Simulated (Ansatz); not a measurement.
A short molecular-dynamics run on C2H6BO, SMILES `C[B]OC` radical.

```yaml
crystal:
  periodic: [false, false, false]
  atoms:
    - {symbol: C, position_ang: [-0.986329, 1.353279, -0.967062]}
    - {symbol: B, position_ang: [-0.310665, 0.509961, 0.154487]}
    - {symbol: O, position_ang: [0.384077, -0.603204, -0.071325]}
    - {symbol: C, position_ang: [0.998431, -1.361014, 0.956630]}
    - {symbol: H, position_ang: [-0.846369, 0.913632, -1.960635]}
    - {symbol: H, position_ang: [-2.057528, 1.457925, -0.773036]}
    - {symbol: H, position_ang: [-0.579358, 2.368840, -0.970207]}
    - {symbol: H, position_ang: [0.593056, -2.373914, 0.932898]}
    - {symbol: H, position_ang: [2.071942, -1.403488, 0.765070]}
    - {symbol: H, position_ang: [0.815944, -0.913216, 1.936081]}
basis:
  gaussian: {orbitals: "6-31G*"}
magnetization: {spin_polarized: false, initial_magnetization: 1}
hamiltonian: {xc: {name: r2SCAN}, dispersion: rvv10}
md: {timestep: 1 fs, n_steps: 30, ensemble: nvt_langevin, temperature: 1500, initial_velocities: maxwell_boltzmann, friction: 0.01, seed: 264}
```

```sh
$ ansatz run in.yaml --threads 4 --pin off --events-out ev --progress --plain --max-ram 10444MiB
```

```csv
step,time (fs),potential energy (eV),kinetic (eV),T (K),conserved (eV)
0,0.0,-4889.9379,1.7450,1350,–
1,1.0,-4889.7791,1.6778,1298,–
2,2.0,-4889.4972,1.5022,1162,–
3,3.0,-4889.3756,1.4054,1087,–
4,4.0,-4889.3253,1.3364,1034,–
5,5.0,-4889.2187,1.2972,1004,–
6,6.0,-4889.0836,1.1272,872,–
7,7.0,-4889.0044,0.9967,771,–
8,8.0,-4889.0493,1.0550,816,–
9,9.0,-4889.2001,1.2154,940,–
10,10.0,-4889.3715,1.3351,1033,–
11,11.0,-4889.4306,1.6416,1270,–
12,12.0,-4889.3501,1.6860,1304,–
13,13.0,-4889.2517,1.6686,1291,–
14,14.0,-4889.2094,1.6493,1276,–
15,15.0,-4889.1538,1.7782,1376,–
16,16.0,-4889.0392,1.5565,1204,–
17,17.0,-4888.9379,1.3821,1069,–
18,18.0,-4888.8534,1.3614,1053,–
19,19.0,-4888.7745,1.3825,1070,–
20,20.0,-4888.7827,1.4001,1083,–
21,21.0,-4888.8803,1.4200,1099,–
22,22.0,-4888.8812,1.4251,1103,–
23,23.0,-4888.7396,1.3947,1079,–
24,24.0,-4888.6353,1.4096,1091,–
25,25.0,-4888.6550,1.5094,1168,–
26,26.0,-4888.6706,1.4843,1148,–
27,27.0,-4888.6771,1.5027,1163,–
28,28.0,-4888.7272,1.5018,1162,–
29,29.0,-4888.7499,1.4340,1109,–
30,30.0,-4888.6930,1.5142,1171,–
```

Velocities are drawn at the set temperature; a run this short doesn't reach equilibrium.

Frames (Å, forces in eV/Å):

```xyz
10
time=0.0 fs
C    -0.986    1.353   -0.967    0.031   -0.059   -0.078
B    -0.311    0.510    0.154   -0.191    0.383    0.500
O     0.384   -0.603   -0.071    0.168   -0.349   -0.496
C     0.998   -1.361    0.957    0.030   -0.022    0.137
H    -0.846    0.914   -1.961   -0.003   -0.028   -0.157
H    -2.058    1.458   -0.773   -0.145    0.021    0.005
H    -0.579    2.369   -0.970    0.043    0.137   -0.021
H     0.593   -2.374    0.933   -0.055   -0.137   -0.012
H     2.072   -1.403    0.765    0.144   -0.007   -0.035
H     0.816   -0.913    1.936   -0.022    0.061    0.157
10
time=1.0 fs
C    -1.001    1.369   -0.958   -0.869   -0.753   -0.429
B    -0.300    0.509    0.143   -0.184    0.387    0.624
O     0.401   -0.609   -0.068   -0.483    0.328   -0.929
C     0.984   -1.363    0.955    1.305   -1.451   -1.862
H    -0.842    0.918   -1.971   -0.386    0.208    0.469
H    -2.113    1.467   -0.717    1.289   -0.077   -0.450
H    -0.579    2.368   -0.997    0.040    0.474    0.136
H     0.548   -2.366    0.943    0.055   -0.133   -0.047
H     2.066   -1.427    0.722   -0.349   -0.191    0.214
H     0.861   -0.952    1.894   -0.419    1.208    2.273
10
time=2.0 fs
C    -1.016    1.385   -0.949   -1.102   -1.062   -0.678
B    -0.290    0.510    0.133   -0.193    0.401    0.707
O     0.417   -0.613   -0.066   -1.141    1.030   -1.329
C     0.970   -1.364    0.951    2.018   -2.670   -3.002
H    -0.845    0.923   -1.978   -0.690    0.374    0.921
H    -2.157    1.479   -0.664    2.130   -0.098   -0.805
H    -0.574    2.377   -1.026   -0.108    0.414    0.292
H     0.498   -2.362    0.958    0.251    0.067   -0.116
H     2.055   -1.447    0.674   -0.666   -0.390    0.491
H     0.901   -0.983    1.878   -0.498    1.934    3.519
10
time=3.0 fs
C    -1.032    1.402   -0.940   -0.841   -1.254   -0.868
B    -0.280    0.511    0.123   -0.221    0.449    0.776
O     0.432   -0.615   -0.065   -1.734    1.689   -1.732
C     0.959   -1.368    0.943    2.050   -2.877   -1.638
H    -0.856    0.928   -1.981   -0.906    0.476    1.198
H    -2.179    1.488   -0.617    2.413   -0.050   -1.028
H    -0.567    2.387   -1.053   -0.294    0.244    0.443
H     0.445   -2.360    0.971    0.512    0.382   -0.173
H     2.033   -1.465    0.628   -0.610   -0.630    0.686
H     0.939   -0.994    1.902   -0.370    1.571    2.337
10
time=4.0 fs
C    -1.049    1.418   -0.933   -0.105   -1.227   -1.021
B    -0.271    0.514    0.115   -0.239    0.486    0.815
O     0.447   -0.616   -0.063   -2.245    2.304   -2.087
C     0.950   -1.375    0.935    1.769   -2.551    0.688
H    -0.872    0.934   -1.975   -1.036    0.520    1.284
H    -2.176    1.494   -0.583    2.190    0.044   -1.084
H    -0.562    2.405   -1.077   -0.545   -0.125    0.597
H     0.395   -2.357    0.982    0.722    0.640   -0.180
H     1.999   -1.489    0.587   -0.181   -0.859    0.798
H     0.973   -0.989    1.951   -0.329    0.768    0.191
10
time=5.0 fs
C    -1.065    1.433   -0.924    1.081   -1.083   -1.332
B    -0.260    0.517    0.107   -0.259    0.533    0.870
O     0.461   -0.616   -0.062   -2.595    2.752   -2.339
C     0.943   -1.384    0.930    1.266   -2.093    2.497
H    -0.890    0.941   -1.964   -1.112    0.510    1.257
H    -2.151    1.500   -0.565    1.431    0.152   -0.912
H    -0.562    2.427   -1.103   -0.782   -0.557    0.777
H     0.352   -2.350    0.993    0.804    0.737   -0.171
H     1.958   -1.520    0.557    0.516   -1.063    0.799
H     0.997   -0.976    2.003   -0.349    0.111   -1.445
10
time=6.0 fs
C    -1.078    1.448   -0.916    2.567   -1.153   -1.696
B    -0.249    0.521    0.098   -0.287    0.624    0.975
O     0.475   -0.614   -0.064   -2.704    2.909   -2.467
C     0.937   -1.395    0.927    0.702   -1.446    3.554
H    -0.912    0.946   -1.942   -1.136    0.413    1.033
H    -2.111    1.506   -0.553    0.096    0.273   -0.494
H    -0.570    2.438   -1.133   -0.831   -0.672    0.926
H     0.316   -2.335    1.009    0.734    0.638   -0.162
H     1.920   -1.558    0.542    1.234   -1.240    0.676
H     1.015   -0.955    2.039   -0.375   -0.346   -2.346
10
time=7.0 fs
C    -1.088    1.461   -0.912    4.039   -1.365   -1.826
B    -0.237    0.523    0.088   -0.342    0.770    1.095
O     0.488   -0.610   -0.067   -2.602    2.810   -2.486
C     0.930   -1.404    0.926    0.646   -0.828    3.762
H    -0.946    0.950   -1.911   -1.069    0.200    0.509
H    -2.072    1.511   -0.541   -1.489    0.406    0.104
H    -0.584    2.440   -1.155   -0.729   -0.509    0.959
H     0.286   -2.312    1.024    0.531    0.368   -0.149
H     1.897   -1.603    0.532    1.412   -1.298    0.631
H     1.032   -0.940    2.047   -0.398   -0.554   -2.599
10
time=8.0 fs
C    -1.095    1.472   -0.911    4.733   -1.596   -1.500
B    -0.224    0.525    0.077   -0.469    1.018    1.217
O     0.498   -0.604   -0.072   -2.276    2.415   -2.397
C     0.923   -1.414    0.927    1.025   -0.403    3.234
H    -0.990    0.955   -1.879   -0.927   -0.121   -0.236
H    -2.047    1.513   -0.526   -2.508    0.482    0.612
H    -0.605    2.437   -1.164   -0.493   -0.132    0.862
H     0.257   -2.287    1.036    0.275    0.047   -0.133
H     1.887   -1.658    0.524    1.018   -1.172    0.708
H     1.045   -0.938    2.025   -0.379   -0.537   -2.367
10
time=9.0 fs
C    -1.098    1.482   -0.912    4.156   -1.937   -0.661
B    -0.210    0.530    0.065   -0.607    1.276    1.355
O     0.505   -0.597   -0.078   -1.804    1.761   -2.164
C     0.917   -1.423    0.931    1.415   -0.146    2.171
H    -1.042    0.955   -1.850   -0.771   -0.417   -0.984
H    -2.044    1.523   -0.508   -2.412    0.472    0.746
H    -0.631    2.433   -1.162   -0.123    0.457    0.616
H     0.229   -2.264    1.049    0.019   -0.205   -0.107
H     1.879   -1.722    0.522    0.450   -0.902    0.781
H     1.058   -0.941    1.984   -0.321   -0.358   -1.752
10
time=10.0 fs
C    -1.099    1.492   -0.914    2.430   -2.311    0.483
B    -0.196    0.539    0.053   -0.714    1.467    1.471
O     0.511   -0.587   -0.086   -1.328    1.008   -1.838
C     0.912   -1.431    0.938    1.706   -0.174    0.566
H    -1.099    0.955   -1.829   -0.648   -0.592   -1.489
H    -2.066    1.541   -0.485   -1.137    0.385    0.379
H    -0.657    2.433   -1.158    0.247    1.059    0.328
H     0.205   -2.243    1.065   -0.209   -0.358   -0.076
H     1.875   -1.787    0.527   -0.147   -0.548    0.814
H     1.076   -0.943    1.930   -0.201    0.062   -0.639
10
time=11.0 fs
C    -1.097    1.502   -0.915    0.392   -2.581    1.258
B    -0.184    0.548    0.043   -0.851    1.684    1.533
O     0.515   -0.575   -0.096   -0.829    0.144   -1.448
C     0.908   -1.439    0.948    1.614   -0.613   -1.558
H    -1.163    0.955   -1.825   -0.509   -0.461   -1.428
H    -2.109    1.566   -0.457    0.607    0.228   -0.220
H    -0.683    2.445   -1.155    0.454    1.333    0.111
H     0.179   -2.226    1.082   -0.318   -0.332   -0.017
H     1.866   -1.853    0.540   -0.608   -0.178    0.779
H     1.095   -0.942    1.870    0.048    0.776    0.989
10
time=12.0 fs
C    -1.094    1.510   -0.916   -1.003   -2.664    1.135
B    -0.169    0.558    0.033   -1.010    1.909    1.555
O     0.521   -0.563   -0.107   -0.375   -0.739   -1.102
C     0.904   -1.447    0.960    1.144   -1.133   -3.363
H    -1.236    0.948   -1.835   -0.249    0.075   -0.727
H    -2.149    1.595   -0.427    1.829    0.045   -0.632
H    -0.704    2.471   -1.146    0.422    1.063   -0.013
H     0.146   -2.211    1.097   -0.260   -0.122    0.069
H     1.848   -1.920    0.556   -0.848    0.148    0.696
H     1.115   -0.927    1.820    0.350    1.418    2.381
10
time=13.0 fs
C    -1.093    1.517   -0.914   -1.774   -2.402    0.622
B    -0.154    0.569    0.026   -1.192    2.139    1.504
O     0.525   -0.549   -0.117   -0.006   -1.578   -0.882
C     0.900   -1.458    0.967    0.739   -1.009   -3.773
H    -1.312    0.944   -1.851    0.128    0.633    0.095
H    -2.173    1.628   -0.398    2.445   -0.139   -0.819
H    -0.721    2.503   -1.136    0.265    0.442   -0.046
H     0.108   -2.192    1.118   -0.118    0.121    0.130
H     1.823   -1.984    0.574   -0.936    0.396    0.564
H     1.138   -0.892    1.785    0.448    1.397    2.607
10
time=14.0 fs
C    -1.095    1.520   -0.912   -2.147   -1.871    0.168
B    -0.139    0.581    0.021   -1.336    2.301    1.381
O     0.530   -0.537   -0.127    0.240   -2.267   -0.749
C     0.896   -1.471    0.971    0.467    0.079   -2.690
H    -1.389    0.951   -1.863    0.525    0.951    0.670
H    -2.178    1.658   -0.376    2.608   -0.304   -0.824
H    -0.743    2.536   -1.129    0.142   -0.221   -0.037
H     0.065   -2.170    1.144    0.136    0.389    0.132
H     1.790   -2.043    0.594   -0.806    0.499    0.358
H     1.166   -0.842    1.771    0.170    0.444    1.592
10
time=15.0 fs
C    -1.097    1.522   -0.911   -2.171   -1.243   -0.148
B    -0.122    0.595    0.016   -1.366    2.302    1.206
O     0.535   -0.527   -0.137    0.358   -2.722   -0.623
C     0.893   -1.485    0.971    0.064    1.680   -1.060
H    -1.460    0.967   -1.868    0.870    1.059    0.979
H    -2.155    1.684   -0.358    2.366   -0.433   -0.669
H    -0.770    2.568   -1.121    0.110   -0.794   -0.042
H     0.017   -2.144    1.170    0.530    0.668    0.076
H     1.749   -2.098    0.614   -0.456    0.441    0.096
H     1.197   -0.782    1.775   -0.304   -0.958    0.186
10
time=16.0 fs
C    -1.100    1.524   -0.910   -1.862   -0.775   -0.393
B    -0.106    0.611    0.012   -1.297    2.146    1.007
O     0.540   -0.518   -0.147    0.398   -2.981   -0.469
C     0.890   -1.497    0.968   -0.419    3.072    0.195
H    -1.521    0.992   -1.866    1.118    1.002    1.092
H    -2.108    1.708   -0.344    1.719   -0.519   -0.332
H    -0.798    2.589   -1.111    0.217   -1.059   -0.108
H    -0.027   -2.109    1.198    0.837    0.797   -0.024
H     1.704   -2.150    0.636   -0.064    0.322   -0.173
H     1.223   -0.732    1.788   -0.646   -2.004   -0.795
10
time=17.0 fs
C    -1.104    1.524   -0.909   -1.074   -0.477   -0.662
B    -0.092    0.630    0.009   -1.105    1.757    0.797
O     0.543   -0.511   -0.156    0.299   -2.966   -0.307
C     0.885   -1.507    0.966   -0.894    4.074    0.888
H    -1.568    1.027   -1.854    1.205    0.771    0.987
H    -2.044    1.730   -0.331    0.630   -0.512    0.267
H    -0.825    2.597   -1.100    0.415   -1.033   -0.214
H    -0.060   -2.070    1.226    0.971    0.781   -0.125
H     1.660   -2.194    0.654    0.321    0.137   -0.401
H     1.238   -0.701    1.793   -0.768   -2.533   -1.230
10
time=18.0 fs
C    -1.109    1.525   -0.907    0.215   -0.587   -1.096
B    -0.077    0.652    0.007   -0.850    1.204    0.547
O     0.547   -0.506   -0.165    0.118   -2.731   -0.153
C     0.879   -1.515    0.965   -1.110    4.668    1.055
H    -1.602    1.069   -1.839    1.147    0.459    0.787
H    -1.971    1.748   -0.315   -0.892   -0.349    1.189
H    -0.846    2.590   -1.087    0.681   -0.643   -0.377
H    -0.082   -2.030    1.243    0.921    0.651   -0.144
H     1.620   -2.234    0.666    0.530    0.038   -0.533
H     1.248   -0.691    1.781   -0.759   -2.709   -1.276
10
time=19.0 fs
C    -1.112    1.526   -0.906    1.496   -1.143   -1.514
B    -0.062    0.675    0.004   -0.613    0.640    0.300
O     0.549   -0.502   -0.175   -0.045   -2.428   -0.011
C     0.873   -1.521    0.964   -0.899    4.764    0.782
H    -1.626    1.113   -1.824    0.947    0.088    0.512
H    -1.901    1.766   -0.291   -2.352   -0.100    2.211
H    -0.862    2.570   -1.076    1.025    0.181   -0.588
H    -0.097   -1.986    1.250    0.630    0.399   -0.065
H     1.585   -2.278    0.674    0.458    0.175   -0.555
H     1.254   -0.704    1.757   -0.648   -2.575   -1.072
10
time=20.0 fs
C    -1.112    1.526   -0.904    1.883   -1.418   -0.998
B    -0.047    0.697    0.001   -0.368    0.038    0.071
O     0.549   -0.500   -0.185   -0.201   -2.048    0.142
C     0.865   -1.524    0.962   -0.548    4.416    0.159
H    -1.639    1.164   -1.801    0.521   -0.418   -0.024
H    -1.851    1.788   -0.250   -2.674   -0.040    2.464
H    -0.867    2.547   -1.072    1.328    1.083   -0.735
H    -0.105   -1.937    1.254    0.132    0.064    0.062
H     1.551   -2.318    0.680    0.297    0.377   -0.545
H     1.254   -0.741    1.726   -0.371   -2.054   -0.596
10
time=21.0 fs
C    -1.109    1.524   -0.902    1.344   -0.622    0.757
B    -0.032    0.719   -0.001   -0.137   -0.568   -0.138
O     0.550   -0.499   -0.194   -0.324   -1.633    0.332
C     0.858   -1.524    0.958   -0.400    3.573   -0.810
H    -1.645    1.209   -1.775   -0.068   -0.929   -0.734
H    -1.827    1.813   -0.186   -1.645   -0.346    1.431
H    -0.855    2.537   -1.076    1.360    1.308   -0.692
H    -0.110   -1.888    1.257   -0.415   -0.270    0.183
H     1.518   -2.352    0.685    0.132    0.551   -0.550
H     1.249   -0.796    1.695    0.153   -1.062    0.222
10
time=22.0 fs
C    -1.106    1.521   -0.898    0.796    0.927    2.539
B    -0.017    0.740   -0.003    0.048   -1.105   -0.292
O     0.550   -0.498   -0.203   -0.373   -1.272    0.561
C     0.850   -1.522    0.953   -0.664    2.353   -2.128
H    -1.649    1.241   -1.757   -0.572   -1.255   -1.225
H    -1.821    1.838   -0.108   -0.347   -0.738   -0.103
H    -0.823    2.543   -1.090    1.049    0.681   -0.434
H    -0.117   -1.839    1.260   -0.884   -0.546    0.278
H     1.484   -2.379    0.688    0.012    0.638   -0.594
H     1.245   -0.861    1.671    0.936    0.317    1.397
10
time=23.0 fs
C    -1.103    1.521   -0.893    0.537    2.364    3.438
B    -0.002    0.759   -0.006    0.160   -1.538   -0.417
O     0.549   -0.498   -0.213   -0.370   -0.967    0.829
C     0.843   -1.518    0.946   -1.214    1.185   -3.296
H    -1.655    1.266   -1.749   -0.781   -1.366   -1.254
H    -1.823    1.856   -0.028    0.585   -0.951   -1.381
H    -0.778    2.558   -1.116    0.541   -0.252   -0.027
H    -0.127   -1.796    1.266   -1.048   -0.675    0.281
H     1.451   -2.400    0.683   -0.107    0.718   -0.620
H     1.247   -0.920    1.661    1.695    1.481    2.446
10
time=24.0 fs
C    -1.099    1.524   -0.883    0.272    3.230    3.188
B     0.014    0.776   -0.009    0.219   -1.908   -0.554
O     0.547   -0.499   -0.223   -0.353   -0.668    1.114
C     0.836   -1.512    0.934   -1.659    0.822   -3.232
H    -1.671    1.284   -1.752   -0.511   -1.242   -0.626
H    -1.823    1.867    0.043    1.103   -0.967   -2.190
H    -0.731    2.577   -1.148    0.004   -1.082    0.413
H    -0.145   -1.763    1.278   -0.721   -0.613    0.122
H     1.415   -2.416    0.669   -0.194    0.776   -0.648
H     1.265   -0.965    1.672    1.840    1.652    2.413
10
time=25.0 fs
C    -1.096    1.530   -0.871   -0.131    3.416    2.191
B     0.029    0.791   -0.011    0.270   -2.239   -0.664
O     0.545   -0.501   -0.233   -0.325   -0.352    1.348
C     0.828   -1.505    0.916   -1.687    1.365   -1.592
H    -1.696    1.290   -1.761    0.094   -0.975    0.384
H    -1.815    1.870    0.090    1.297   -0.854   -2.561
H    -0.687    2.586   -1.182   -0.410   -1.530    0.764
H    -0.172   -1.737    1.292    0.027   -0.422   -0.146
H     1.373   -2.428    0.647   -0.205    0.741   -0.704
H     1.306   -0.999    1.706    1.069    0.849    0.980
10
time=26.0 fs
C    -1.092    1.538   -0.858   -0.423    3.121    1.182
B     0.043    0.802   -0.016    0.315   -2.498   -0.733
O     0.543   -0.505   -0.241   -0.297   -0.035    1.511
C     0.818   -1.498    0.897   -1.369    1.857    0.361
H    -1.725    1.277   -1.764    0.667   -0.684    1.205
H    -1.792    1.869    0.112    1.244   -0.669   -2.591
H    -0.652    2.579   -1.210   -0.673   -1.609    0.957
H    -0.203   -1.716    1.303    0.802   -0.229   -0.408
H     1.332   -2.435    0.615   -0.223    0.711   -0.709
H     1.362   -1.028    1.752   -0.041    0.035   -0.776
10
time=27.0 fs
C    -1.090    1.548   -0.844   -0.332    2.462    0.341
B     0.054    0.811   -0.022    0.349   -2.722   -0.775
O     0.540   -0.511   -0.250   -0.300    0.300    1.616
C     0.807   -1.488    0.877   -0.939    1.796    1.627
H    -1.744    1.256   -1.755    1.016   -0.428    1.638
H    -1.754    1.863    0.109    0.900   -0.383   -2.243
H    -0.620    2.556   -1.226   -0.816   -1.390    0.980
H    -0.223   -1.698    1.320    1.256   -0.090   -0.611
H     1.294   -2.436    0.579   -0.275    0.732   -0.656
H     1.419   -1.059    1.787   -0.857   -0.277   -1.919
10
time=28.0 fs
C    -1.088    1.560   -0.828    0.180    1.377   -0.710
B     0.064    0.818   -0.028    0.383   -2.918   -0.769
O     0.535   -0.518   -0.256   -0.327    0.685    1.630
C     0.795   -1.476    0.859   -0.561    1.610    2.356
H    -1.753    1.231   -1.732    1.186   -0.225    1.769
H    -1.709    1.855    0.080    0.151    0.097   -1.247
H    -0.592    2.521   -1.231   -0.808   -0.886    0.840
H    -0.229   -1.679    1.336    1.355   -0.016   -0.714
H     1.254   -2.427    0.544   -0.217    0.536   -0.646
H     1.468   -1.094    1.806   -1.341   -0.259   -2.511
10
time=29.0 fs
C    -1.084    1.572   -0.812    1.069   -0.289   -2.233
B     0.074    0.821   -0.031    0.398   -3.052   -0.738
O     0.530   -0.524   -0.262   -0.378    1.163    1.562
C     0.784   -1.465    0.846   -0.128    1.471    2.593
H    -1.755    1.199   -1.698    1.266   -0.040    1.733
H    -1.662    1.850    0.038   -1.119    0.817    0.591
H    -0.575    2.477   -1.228   -0.553   -0.058    0.482
H    -0.220   -1.660    1.340    1.058   -0.021   -0.602
H     1.212   -2.404    0.506   -0.045    0.070   -0.679
H     1.504   -1.135    1.806   -1.569   -0.060   -2.709
10
time=30.0 fs
C    -1.079    1.584   -0.799    2.137   -2.366   -3.701
B     0.084    0.822   -0.035    0.360   -3.092   -0.678
O     0.525   -0.531   -0.267   -0.469    1.736    1.399
C     0.771   -1.450    0.836    0.780    1.039    2.178
H    -1.748    1.166   -1.651    1.174    0.064    1.454
H    -1.623    1.854    0.000   -2.628    1.667    2.855
H    -0.563    2.429   -1.219   -0.027    1.094   -0.137
H    -0.196   -1.639    1.333    0.216   -0.132   -0.201
H     1.175   -2.379    0.459    0.020   -0.224   -0.568
H     1.523   -1.173    1.781   -1.563    0.214   -2.601
```

Hardware: 4 threads of an Arm Neoverse V2 on a shared host. Wall time 68 s, peak host memory 0.41 GiB.
